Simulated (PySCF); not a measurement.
# KB at MN15

Computed with MN15; basis K x2c-SVPall, B x2c-SVPall; spin-free X2C with a Gaussian nucleus; PySCF 2.14.

* state: ³Π (triplet), unpaired electrons σ ↑, π ↑
* bond length: 2.898 Å
* harmonic wavenumber: 249 cm⁻¹
* force constant: 0.314 mdyn/Å
* rotational constant Be: 0.2338 cm⁻¹
* anharmonicity ωexe: 2.33 cm⁻¹
* vibration–rotation constant αe: 0.00308 cm⁻¹
* well depth De to K + B: 21.2 kcal/mol
* dissociation energy D0: 20.8 kcal/mol
* bond order (Mayer): 0.88
* dipole moment (positive dipole means K(−)B(+)): -7.14 D

The state is the lowest determinant that a PBE0 search found; another state may lie lower at other levels.
